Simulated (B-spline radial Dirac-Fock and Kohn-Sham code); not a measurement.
Sn⁷⁺: eigenvalues, ΔSCF and the reference

System: the Sn⁷⁺ ion in the configuration 1s2 2s2 2p6 3s2 3p6 3d10 4s2 4p6 4d7.

The density-functional columns are spherical, spin-unpolarised Dirac-Kohn-Sham results without Breit or QED terms: −ε is minus the orbital energy of the initial state and ΔSCF the difference of two total energies. The reference in the last column comes from relaxed Dirac-Fock hole states (ΔSCF) with Breit and QED corrections and a finite nucleus. All numbers are from a radial B-spline solver, in eV; a selection of levels is shown. The Kohn-Sham columns are given as differences from the reference. For the 1s level of heavy atoms much of the gap between ΔSCF and the reference is the Breit and QED part, -96.0 eV here; for other levels the error of the functional can be larger.

| level | PBE −ε − DF | PBE ΔSCF − DF | LDA −ε − DF | LDA ΔSCF − DF | Dirac-Fock |
| --- | --- | --- | --- | --- | --- |
| K (1s) | -220.3 | +121.6 | -254.3 | +86.7 | 29327.1 |
| L1 (2s) | -110.1 | -46.1 | -114.1 | -50.0 | 4599.5 |
| L2 (2p1/2) | -84.2 | -5.5 | -85.6 | -6.8 | 4285.3 |
| L3 (2p3/2) | -87.3 | -13.0 | -88.4 | -14.0 | 4057.7 |
| M1 (3s) | -56.7 | -32.2 | -58.0 | -33.4 | 1013.0 |
| M2 (3p1/2) | -46.1 | -21.0 | -46.5 | -21.3 | 885.3 |
| M3 (3p3/2) | -45.7 | -21.3 | -46.0 | -21.5 | 842.7 |
| M5 (3d5/2) | -28.8 | -2.5 | -28.5 | -2.1 | 610.4 |
| N1 (4s) | -22.6 | -10.2 | -22.8 | -10.4 | 262.9 |
| N2 (4p1/2) | -16.6 | -4.5 | -16.6 | -4.5 | 217.0 |
| N3 (4p3/2) | -16.6 | -4.8 | -16.7 | -4.8 | 208.9 |
| N4,5 (4d) | -9.4 | +1.4 | -9.3 | +1.6 | 136.8 |

Values without a named source are computed, but for edge energies of neutral atoms, which are taken from tables.
